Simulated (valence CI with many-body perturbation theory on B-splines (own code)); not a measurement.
# E1 transitions of Hf LX

Computed by valence CI with perturbative core correlation (CI+MBPT): three valence electrons over a frozen Dirac-Fock core [Ne], a basis of 11 s, 11 p, 9 d, 7 f, 5 g, 2 h, 1 i functions for each j, with the one-electron correlation potential Σ1, the two-electron term Σ2, the three-electron term Σ3, Breit, model QED; selected CI, second order for the rest (own B-spline code, finite nucleus).

No measured spectrum was set against this ion. As an estimate, large intervals hold to a few tenths of a per cent, small ones and those within an open d or f shell to about a per cent.

Lines 201 to 250 of 255 in falling wavelength, among levels below 1335.1 eV, chosen from the strongest by gf and those to the six lowest levels. Wavelengths and rates use the calculated energies. Electric multipoles are in the length gauge, E1 and E2 with the static RPA response of the core. Weak lines are less certain than strong ones. Lines between different terms over intervals too small for the method are left out, as are lines whose strength nearly cancels. The highest levels of a list are the least certain.

Levels are named by their leading jj configuration (3d3/2^4 stands for four electrons in 3d with j = 3/2), which in mixed levels can hold well under half, so a name can repeat and another be missing. Letters in brackets count levels of one name in rising energy.

```csv
λ vac (Å),Upper,Lower,A (s⁻¹),S (a.u.) with core polarisation,S without
21.06,(3s 3p3/2 3d5/2) J=3/2 [a],(3s 3p1/2 3p3/2) J=3/2 [b],1.16e+11,2.14e-03,2.17e-03
20.95,(3s 3p3/2 3d3/2) J=1/2 [b],(3s 3p1/2 3p3/2) J=3/2 [a],1.82e+09,1.65e-05,1.68e-05
20.75,(3s 3p3/2 3d5/2) J=5/2 [a],(3s 3p1/2 3p3/2) J=5/2,8.00e+10,2.12e-03,2.15e-03
20.45,(3s 3p3/2 3d5/2) J=7/2 [a],(3s 3p1/2 3p3/2) J=5/2,9.54e+10,3.22e-03,3.27e-03
20.35,(3s 3p3/2 3d5/2) J=3/2 [a],(3s 3p1/2 3p3/2) J=5/2,3.31e+08,5.50e-06,5.60e-06
20.27,(3s 3p1/2 3d5/2) J=3/2,(3s 3p1/2^2) J=1/2,2.66e+11,4.37e-03,4.43e-03
20.21,(3s 3p3/2 3d5/2) J=1/2,(3s 3p1/2 3p3/2) J=3/2 [b],7.77e+10,6.33e-04,6.43e-04
20.16,(3s 3p3/2 3d5/2) J=5/2 [a],(3s 3p1/2 3p3/2) J=3/2 [a],2.05e+09,4.96e-05,5.04e-05
20.06,(3p1/2^2 3d5/2) J=5/2,(3s^2 3p3/2) J=3/2,8.10e+07,1.94e-06,1.97e-06
19.88,(3s 3p3/2 3d5/2) J=3/2 [b],(3s 3p1/2 3p3/2) J=3/2 [b],1.13e+08,1.75e-06,1.77e-06
19.84,(3s 3p3/2 3d5/2) J=7/2 [b],(3s 3p1/2 3p3/2) J=5/2,1.98e+10,6.12e-04,6.22e-04
19.81,(3s 3p3/2 3d5/2) J=5/2 [b],(3s 3p1/2 3p3/2) J=3/2 [b],3.93e+10,9.04e-04,9.19e-04
19.78,(3s 3p3/2 3d5/2) J=3/2 [a],(3s 3p1/2 3p3/2) J=3/2 [a],3.59e+10,5.48e-04,5.57e-04
19.24,(3s 3p3/2 3d5/2) J=3/2 [b],(3s 3p1/2 3p3/2) J=5/2,2.97e+10,4.18e-04,4.24e-04
19.18,(3s 3p3/2 3d5/2) J=5/2 [b],(3s 3p1/2 3p3/2) J=5/2,2.12e+10,4.43e-04,4.50e-04
19.03,(3s 3p3/2 3d5/2) J=1/2,(3s 3p1/2 3p3/2) J=3/2 [a],8.40e+08,5.71e-06,5.81e-06
18.74,(3s 3p3/2 3d5/2) J=3/2 [b],(3s 3p1/2 3p3/2) J=3/2 [a],2.07e+09,2.69e-05,2.73e-05
18.67,(3s 3p3/2 3d5/2) J=5/2 [b],(3s 3p1/2 3p3/2) J=3/2 [a],1.37e+10,2.64e-04,2.68e-04
15.18,(3p3/2^3) J=3/2,(3s 3p1/2 3p3/2) J=3/2 [b],2.43e+09,1.68e-05,1.70e-05
15.17,(3s 3p3/2^2) J=1/2,(3s^2 3p1/2) J=1/2,6.68e+09,2.30e-05,2.34e-05
15.14,(3p1/2 3p3/2^2) J=1/2,(3s 3p1/2^2) J=1/2,5.23e+09,1.79e-05,1.82e-05
15.05,(3s 3p3/2^2) J=3/2,(3s^2 3p1/2) J=1/2,1.72e+09,1.16e-05,1.17e-05
15.02,(3p1/2 3p3/2 3d3/2) J=5/2 [a],(3s^2 3p3/2) J=3/2,4.03e+07,4.04e-07,4.12e-07
14.93,(3s 3p3/2 3d3/2) J=3/2 [a],(3s 3p1/2^2) J=1/2,1.23e+09,8.05e-06,8.18e-06
14.90,(3s 3p3/2 3d3/2) J=1/2 [a],(3s 3p1/2^2) J=1/2,1.22e+09,3.98e-06,4.04e-06
14.81,(3p3/2^3) J=3/2,(3s 3p1/2 3p3/2) J=5/2,2.23e+09,1.43e-05,1.45e-05
14.57,(3p1/2^2 3d3/2) J=3/2,(3s^2 3p1/2) J=1/2,9.80e+07,5.98e-07,6.12e-07
14.50,(3p3/2^3) J=3/2,(3s 3p1/2 3p3/2) J=3/2 [a],6.96e+08,4.19e-06,4.25e-06
14.35,(3s 3p3/2 3d3/2) J=3/2 [b],(3s 3p1/2^2) J=1/2,5.09e+07,2.97e-07,3.02e-07
14.35,(3p1/2 3p3/2 3d3/2) J=5/2 [b],(3s^2 3p3/2) J=3/2,1.31e+08,1.15e-06,1.17e-06
14.29,(3p1/2 3p3/2 3d3/2) J=1/2 [b],(3s^2 3p3/2) J=3/2,3.51e+07,1.01e-07,1.00e-07
14.06,(3s 3p3/2 3d3/2) J=1/2 [b],(3s 3p1/2^2) J=1/2,7.90e+07,2.17e-07,2.22e-07
13.71,(3s 3d3/2^2) J=5/2,(3s^2 3p3/2) J=3/2,7.17e+08,5.47e-06,5.57e-06
13.54,(3p1/2 3p3/2 3d5/2) J=3/2 [a],(3s^2 3p3/2) J=3/2,7.69e+07,3.76e-07,3.82e-07
13.52,(3s 3p3/2 3d5/2) J=3/2 [a],(3s 3p1/2^2) J=1/2,1.08e+09,5.29e-06,5.39e-06
13.47,(3p1/2 3p3/2 3d5/2) J=5/2 [a],(3s^2 3p3/2) J=3/2,8.42e+07,6.09e-07,6.18e-07
13.43,(3s 3d3/2^2) J=1/2,(3s^2 3p3/2) J=3/2,2.25e+07,5.39e-08,5.61e-08
13.17,(3s 3p3/2 3d5/2) J=1/2,(3s 3p1/2^2) J=1/2,3.68e+09,8.30e-06,8.44e-06
13.13,(3p1/2 3p3/2 3d5/2) J=1/2,(3s^2 3p3/2) J=3/2,3.24e+07,7.23e-08,7.31e-08
13.08,(3p1/2 3p3/2 3d5/2) J=3/2 [b],(3s^2 3p3/2) J=3/2,3.85e+07,1.70e-07,1.72e-07
13.03,(3s 3p3/2 3d5/2) J=3/2 [b],(3s 3p1/2^2) J=1/2,1.23e+09,5.37e-06,5.47e-06
12.85,(3s 3d3/2 3d5/2) J=5/2 [a],(3s^2 3p3/2) J=3/2,7.62e+07,4.79e-07,4.88e-07
12.58,(3s 3d3/2 3d5/2) J=5/2 [b],(3s^2 3p3/2) J=3/2,4.49e+07,2.65e-07,2.70e-07
12.53,(3s 3d3/2 3d5/2) J=3/2 [b],(3s^2 3p3/2) J=3/2,4.64e+08,1.80e-06,1.83e-06
12.40,(3s 3d3/2 3d5/2) J=1/2,(3s^2 3p3/2) J=3/2,9.96e+08,1.88e-06,1.90e-06
10.76,(3p1/2 3p3/2 3d3/2) J=3/2 [a],(3s^2 3p1/2) J=1/2,2.89e+08,7.11e-07,7.22e-07
10.73,(3p1/2 3p3/2 3d3/2) J=1/2 [a],(3s^2 3p1/2) J=1/2,1.57e+08,1.92e-07,1.95e-07
10.49,(3p1/2 3p3/2 3d3/2) J=3/2 [b],(3s^2 3p1/2) J=1/2,2.76e+08,6.29e-07,6.37e-07
10.04,(3p1/2 3p3/2 3d5/2) J=3/2 [a],(3s^2 3p1/2) J=1/2,2.63e+07,5.24e-08,5.30e-08
9.981,(3s 3d3/2^2) J=1/2,(3s^2 3p1/2) J=1/2,3.85e+07,3.78e-08,3.76e-08
```
